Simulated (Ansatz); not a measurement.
A run of Ansatz (development build ahead of 0.2.0) on quartet As at this shape:

A single As atom.

Its results:

| Quantity | Value |
| --- | --- |
| Converged | yes |
| Reference energy | -2234.16612 hartree |
| CCSD correlation energy | -0.08444 hartree |
| Triples correction | -0.00135 hartree |
| Total energy | -2234.25190 hartree |
| Spin squared of the determinant | 3.750 |

Problem. Which input gives this output? Name the method, the orbitals and the basis set, and write the input.

Solution. ROHF-CCSD(T) in cc-pVDZ.

```yaml
crystal:
  periodic: [false, false, false]
  atoms:
    - { symbol: As, position_ang: [0.0, 0.0, 0.0] }
basis:
  gaussian: { orbitals: cc-pVDZ }
magnetization:
  initial_magnetization: 3
hamiltonian:
  xc: hf
correlation:
  method: ccsd_t
  frozen_orbitals: { As: 9 }
```
